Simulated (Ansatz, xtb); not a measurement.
# Relative energy of two isomers of C4H4BN3

Structure a: `Bn1ccc(C#N)n1`, a singlet. Structure b: `Bn1cc(C#N)cn1`, a singlet. Both are isolated molecules in the gas phase, relaxed with PBE0-D3(BJ)/def2-SVP; the shapes shown needn't be the lowest conformers.

a (Å):

```xyz
12

C    -0.9596    0.7136   -0.5600
C     0.2816    1.2732   -0.5082
C     0.9592    0.5010    0.4909
C     2.3058    0.6773    0.9351
B    -2.0955   -1.1871    0.6439
N    -0.9921   -0.3191    0.3559
N     3.4011    0.8519    1.2683
N     0.1910   -0.4415    0.9961
H    -1.9475   -2.0364    1.4753
H    -3.1074   -0.9993    0.0213
H    -1.8326    0.9498   -1.1638
H     0.6758    2.1068   -1.0826
```

b (Å):

```tsv
atom	x (Å)	y (Å)	z (Å)
C	-0.5806	0.6806	0.7564
C	0.7907	0.6129	0.7572
C	1.6998	1.3437	1.5652
C	1.0957	-0.3689	-0.2482
B	-2.3906	-0.4756	-0.5406
N	-1.0284	-0.2057	-0.1894
N	2.4537	1.9342	2.2189
N	0.0122	-0.8417	-0.7968
H	-3.2350	0.1397	0.0554
H	-2.6055	-1.2863	-1.3955
H	-1.2667	1.2828	1.3473
H	2.0820	-0.7149	-0.5566
```

Energies in hartree; the thermal terms are from GFN2-xTB frequencies at re-optimised GFN2-xTB minima (ideal gas, soft modes damped towards free rotors, one conformer each, 298.15 K, 1 atm) and include the zero-point energy:

```
                              a           b
E, CCSD(T)/def2-SVP  −342.697583  −342.700628
    E, MP2/def2-SVP  −342.618876  −342.620556
  E, MP2/def2-TZVPP  −343.234646  −343.235870
  zero-point energy     0.078878     0.078920
       H(298 K) − E     0.086764     0.086820
       G(298 K) − E     0.047830     0.047845
```

Task: Correct the CCSD(T) difference for the basis set by the MP2 change, then work out ΔE, ΔE₀, ΔH and ΔG for a → b in kcal/mol (1 Eh = 627.51 kcal/mol) and the equilibrium ratio [b]/[a].

Result: 1. Differences b − a: CCSD(T) −0.003045, MP2 in the small set −0.001680, MP2 in the large set −0.001224 Eh.
2. ΔE = −0.003045 + (−0.001224 − (−0.001680)) = −0.002589 Eh = −1.62 kcal/mol.
3. ΔE₀ = ΔE + ΔZPE = −0.002589 + (+0.000042) Eh = −1.60 kcal/mol.
4. ΔH = ΔE + (+0.000056) Eh = −1.59 kcal/mol.
5. ΔG = ΔE + (+0.000015) Eh = −1.62 kcal/mol, so ΔS = (ΔH − ΔG)/T = +0.4 J/(mol K).
6. kT = 0.9442 mEh, so K = [b]/[a] = exp(−ΔG/kT) = exp(+2.73) ≈ 15.

Structure b is favoured at this temperature. An error of 1 kcal/mol in ΔG would change K by a factor of 5.4. Mirror images and further conformers aren't counted.

As drawn, both hold the same kinds of bond in the same numbers.

Other levels gave ΔE = −1.8 (GFN2-xTB); −1.7 (HF/STO-3G, GFN2-xTB geometries); −2.1 (r2SCAN-D4/def2-SVP, GFN2-xTB geometries); −2.1 (PBE0-D3(BJ)/def2-SVP); −3.0 (HF/def2-SVP); −1.1 (MP2/def2-SVP); −1.9 (CCSD(T)/def2-SVP) kcal/mol. The correlated steps freeze 8 core orbitals. Programs: Ansatz 0.2.0, xtb 6.7.1.
